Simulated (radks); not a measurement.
All-electron atom: In27+ in [Ar] 3d4. All-electron calculation, scalar-relativistic Kohn-Sham, BLYP, spin-polarised, spherical densities, finite nucleus; open shells are filled with parallel spins first (spin-orbit coupling, left out, can overturn this in heavy ions); Fermi nuclear charge, rms radius 4.6156 fm. Program: a radial shooting solver on a logarithmic mesh with Libxc functionals. Some entries of the table are withheld. Estimate them.

| orbital | occ. | eigenvalue (hartree) | <1/r> (bohr^-1) | <r^2> (bohr^2) |
|---|---|---|---|---|
| 1s up | 1 | -1062.792 | 51.85 | 0.001195 |
| 1s down | 1 | -1062.788 | 51.85 | 0.001195 |
| 2s up | 1 | -194.9065 | 11.87 | 0.01926 |
| 2s down | 1 | -194.4730 | 11.89 | 0.01920 |
| 2p up | 3 | -179.4602 | (1) | 0.01516 |
| 2p down | 3 | -179.1329 | (2) | 0.01511 |
| 3s up | 1 | -65.61527 | 4.509 | 0.1218 |
| 3s down | 1 | -65.11357 | 4.487 | 0.1225 |
| 3p up | 3 | -60.61870 | 4.334 | 0.1185 |
| 3p down | 3 | -60.10036 | 4.311 | 0.1194 |
| 3d up | 4 | -53.63208 | 4.135 | 0.09681 |
| 3d down | 0 | -53.00228 | 4.119 | 0.09787 |

Answer. 
(1) 2p up <1/r> (bohr^-1): 11.42
(2) 2p down <1/r> (bohr^-1): 11.44
